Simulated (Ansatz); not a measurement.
`[NH2][K]` + CH₃OH → `C[O][K]` + NH₃ at 298.15 K and 1 bar (ligand exchange at a K–N bond).

Program: Ansatz. Geometries: PBE0-D4/def2-TZVP. ΔE: electronic, gas phase. CCSD(T)/CBS adds triple-zeta CCSD(T) − MP2 to the extrapolated MP2 energy (def2 sets, frozen cores). This one scheme is used for every species. For K outer-core shells are correlated without core-valence functions, which leaves a few kJ/mol of doubt a bond. Scalar relativity is left out up to krypton.

```csv
species,CCSD(T)/CBS energy (Eh),H − E (kJ/mol),S (J/(mol·K))
`[NH2][K]`,-655.33366,69.9,254.8
CH₃OH,-115.61712,146.3,238.2
`C[O][K]`,-714.47647,117.3,279.0
NH₃,-56.50880,100.5,192.4
```

H − E and S are ideal-gas, rigid-rotor, harmonic terms from PBE0-D4/def2-TZVP. 1 Eh = 2625.50 kJ/mol, R = 8.31446 J/(mol·K).

By hand: ΔE, ΔH, ΔS and ΔG.

ΔE = (-714.47647) + (-56.50880) − (-655.33366) − (-115.61712) = -0.03449 Eh = -90.6 kJ/mol. Δ(H − E) = 117.3 + 100.5 − 69.9 − 146.3 = 1.6, so ΔH = -89.0 kJ/mol. ΔS = 279.0 + 192.4 − 254.8 − 238.2 = -21.6 J/(mol·K). ΔG = -89.0 − 298.15 × (-21.6)/1000 = -82.6 kJ/mol.

By hand: the equilibrium constant, and the temperature at which ΔG would vanish if ΔH and ΔS stayed fixed.

log₁₀ K = −ΔG/(RT ln 10) = 14.5. ΔG = 0 at ΔH/ΔS = 4120 K, far beyond where these terms or the molecules hold.

ΔH outweighs TΔS. A doubt of 5 kJ/mol in ΔE shifts log₁₀ K by 0.9 here. These are equilibria of isolated gas molecules and say nothing of rates. Largest T1 diagnostic: 0.012 (customary marks: 0.02 for closed shells, 0.045 for open ones).
